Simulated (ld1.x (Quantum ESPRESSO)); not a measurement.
**Reading a pseudo-wave (phosphorus)**

Columns: radius, all-electron u(r) and pseudo u(r) of the 3p shell (level -19.10 eV) of phosphorus in the configuration [Ne] 3s2 3p1.5; PBE, scalar-relativistic, PAW scheme, ld1.x (Quantum ESPRESSO) 7.5.

```json
{"r (bohr)": "0.080", "all-electron": "0.1122", "pseudo": "-0.0051"}
{"r (bohr)": "0.160", "all-electron": "0.2564", "pseudo": "-0.0204"}
{"r (bohr)": "0.240", "all-electron": "0.3333", "pseudo": "-0.0451"}
{"r (bohr)": "0.320", "all-electron": "0.3384", "pseudo": "-0.0785"}
{"r (bohr)": "0.400", "all-electron": "0.2895", "pseudo": "-0.1193"}
{"r (bohr)": "0.480", "all-electron": "0.2060", "pseudo": "-0.1662"}
{"r (bohr)": "0.560", "all-electron": "0.1038", "pseudo": "-0.2176"}
{"r (bohr)": "0.640", "all-electron": "-0.0059", "pseudo": "-0.2720"}
{"r (bohr)": "0.720", "all-electron": "-0.1155", "pseudo": "-0.3279"}
{"r (bohr)": "0.800", "all-electron": "-0.2201", "pseudo": "-0.3837"}
{"r (bohr)": "0.880", "all-electron": "-0.3166", "pseudo": "-0.4382"}
{"r (bohr)": "0.960", "all-electron": "-0.4033", "pseudo": "-0.4904"}
{"r (bohr)": "1.040", "all-electron": "-0.4797", "pseudo": "-0.5391"}
{"r (bohr)": "1.120", "all-electron": "-0.5456", "pseudo": "-0.5839"}
{"r (bohr)": "1.200", "all-electron": "-0.6014", "pseudo": "-0.6241"}
{"r (bohr)": "1.280", "all-electron": "-0.6474", "pseudo": "-0.6592"}
{"r (bohr)": "1.360", "all-electron": "-0.6840", "pseudo": "-0.6890"}
{"r (bohr)": "1.440", "all-electron": "-0.7117", "pseudo": "-0.7132"}
{"r (bohr)": "1.520", "all-electron": "-0.7313", "pseudo": "-0.7315"}
{"r (bohr)": "1.600", "all-electron": "-0.7434", "pseudo": "-0.7434"}
{"r (bohr)": "1.680", "all-electron": "-0.7489", "pseudo": "-0.7489"}
{"r (bohr)": "1.760", "all-electron": "-0.7486", "pseudo": "-0.7486"}
{"r (bohr)": "1.840", "all-electron": "-0.7431", "pseudo": "-0.7431"}
{"r (bohr)": "1.920", "all-electron": "-0.7334", "pseudo": "-0.7334"}
{"r (bohr)": "2.000", "all-electron": "-0.7199", "pseudo": "-0.7199"}
{"r (bohr)": "2.080", "all-electron": "-0.7033", "pseudo": "-0.7033"}
```

Problem. How many radial nodes do the two functions have?

Solution. The all-electron 3p function has n − l − 1 = 1; the pseudo-wave has 0, since the states of the same l below it are removed with the core.

Problem. At about which radius was the pseudo-wave matched?

Solution. 1.60 bohr, where the columns begin to agree (steps of 0.08 bohr).

Problem. Is the pseudo-wave norm-conserving?

Solution. No, it belongs to a PAW set: the norm inside the radius is not constrained, and the difference is carried by the augmentation charge.
